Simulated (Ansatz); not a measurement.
Program: Ansatz. Geometries: PBE0-D4/def2-TZVP. ΔE: electronic, gas phase. CBS: MP2 limit from def2 TZ/QZ plus the TZ coupled-cluster correction, frozen cores. This one scheme is used for every species. DFT in def2-TZVPP. HSE06 is defined as in plane-wave codes. For Ge outer-core shells are correlated without core-valence functions, which leaves a few kJ/mol of doubt a bond. Scalar relativity is left out up to krypton.

`C#[C][Ge]([F])([Cl])[Cl]` + HCl → `[F][Ge]([Cl])([Cl])[Cl]` + `C#C`  (ligand exchange at a Ge–C bond)

```json
{"level": "BLYP", "ΔE (kJ/mol)": "-54.4"}
{"level": "HSE06", "ΔE (kJ/mol)": "-53.1"}
```

Problem. What does CCSD(T)/CBS give? (Estimate.)

Solution. Ansatz gave: -47.8 kJ/mol. The listed levels differ from it by -6.6, -5.3 kJ/mol.

Largest T1 diagnostic among the species: 0.013.

In def2-TZVPP, CCSD(T) changes the Hartree–Fock value by +13.0 kJ/mol (the triples alone add +0.9 kJ/mol) and MP2 by +12.9 kJ/mol. Leaving LDA and LC-ωPBE aside and taking each functional with its dispersion term where it has one, the values, not all of them listed here, spread over 5.8 kJ/mol, from BHLYP-D4 to PBE-QIDH.

CCSD(T)/CBS has its own doubt, a few kJ/mol and more with outer-core shells, so smaller differences from it don't rank the levels.
